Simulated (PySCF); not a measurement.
Predicted microwave data (PBE0-D3(BJ)/def2-SVP geometry optimisation, gas phase in PySCF 2.14.0) for one isomer of CH5BN2:

```
Rotational constants : A = 23042, B = 4394, C = 3886 MHz
Dipole components    : |μa| = 7.00 D, |μb| = 2.87 D, |μc| = 0.00 D
Inertial defect      : -6.90 u·Å²
κ                    : -0.95
```

Question: Which candidate fits, each taken in the one conformer that was computed?
A. `N#C[BH2-][NH3+]`
B. `[CH2:1]=[N:2][BH:3][NH2:4]` with C1–N2–B3–N4 92°

Answer: A. It is N#C[BH2-][NH3+], a near-prolate asymmetric top, point group Cs. The candidates at the same level (rigid rotor, commonest isotopes):

| SMILES | A (MHz) | B (MHz) | C (MHz) | μa (D) | μb (D) | μc (D) | Δ (u·Å²) | point group | rotor |
| --- | --- | --- | --- | --- | --- | --- | --- | --- | --- |
| N#C[BH2-][NH3+] | 23042 | 4394 | 3886 | 7.00 | 2.87 | 0.00 | -6.90 | Cs | near-prolate asymmetric top |
| C=NBN | 33793 | 4432 | 4141 | 0.44 | 1.63 | 0.53 | -6.94 | C1 | near-prolate asymmetric top |

`C=NBN` has A 47 % too high. In the right answer the mirror of this Cs structure is the ab plane, so μc vanishes by symmetry. No structure here is proved a minimum.
